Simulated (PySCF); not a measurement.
C2H4BFO2, SMILES O1B(F)COC1. Geometry: PBE-D3(BJ)/def2-SVP. This is a generated structure with no PubChem entry under its InChIKey; it may be hypothetical. Other conformers were not sampled.

### Question
Give the equilibrium geometry at PBE-D3(BJ)/def2-SVP (PySCF confirms it by a frequency run) as a Z-matrix. (Estimate from the structure and the level; the computed values follow.)

### Answer
This is not unique; one that fits is 
```
C
H 1 1.1091
H 1 1.1202 2 107.02
O 1 1.4406 2 108.89 3 -121.13
C 4 1.4027 1 107.49 2 -146.50
H 5 1.1105 4 109.05 1 148.31
H 5 1.1204 6 109.53 4 -123.31
O 5 1.4356 6 109.73 7 -117.55
B 8 1.3632 5 107.05 6 -138.59
F 9 1.3306 8 121.55 5 -176.19
```
Charge 0, spin multiplicity 1.
